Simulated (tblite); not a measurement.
Give a GFN2-xTB geometry of `NP(CP)c1ccsc1`.

```
atom  x, y, z in Å
N1    -0.997   -1.013    1.431
P2    -0.795    0.554    0.760
C3    -1.328    0.086   -0.963
P4    -3.185   -0.021   -0.934
C5     1.003    0.442    0.469
C6     1.720   -0.753    0.191
C7     3.043   -0.534    0.014
S8     3.457    1.131    0.176
C9     1.818    1.532    0.497
H10   -1.976   -1.288    1.369
H11   -0.740   -1.012    2.415
H12   -0.990    0.844   -1.673
H13   -0.904   -0.888   -1.223
H14   -3.395    1.353   -0.843
H15   -3.356   -0.015   -2.318
H16    1.253   -1.720    0.141
H17    3.815   -1.244   -0.207
H18    1.547    2.552    0.688
```

Any rigid rotation of these coordinates is as good. Atoms count from 1 in this order. P4 (phosphine phosphorus) is pyramidal (angles 96.1°, 95.4° and 92.4°, sum 284.0°, 0.80 Å off the plane of its three neighbours). The C–C distances run from 1.353 Å (C6–C7, aromatic) to 1.422 Å (C5–C6, aromatic), a spread of 0.069 Å. The 5-membered ring C5–C6–C7–S8–C9 has internal angles of 90.8° to 112.5° (sum 540°, against 540° for a flat polygon); it is planar, 0.00 Å rms from its mean plane, widest ring torsion 0°. Of the pairs four or more bonds apart, P4···H10 is among the closest relative to their van der Waals radii: 2.89 Å, 96 % of the sum of Bondi's values.

Bonds between heavy atoms (Å): N1–P2 1.716, P2–C3 1.864, C3–P4 1.860, P2–C5 1.825, C5–C6 1.422, C6–C7 1.353, C7–S8 1.723, S8–C9 1.718, C5–C9 1.361.

Structure optimised with GFN2-xTB, isolated species.

Point group: C1 (no symmetry element, even within 0.4 Å). Its GFN2-xTB frequencies are all real (lowest 37 cm⁻¹). One conformer, not necessarily the lowest (H–N1–P2–C3 -63° and 179°, N1–P2–C3–P4 78°, P2–C3–P4–H 72° and 165°, N1–P2–C5–C6 30°).

The numbers are calculated, not measured.
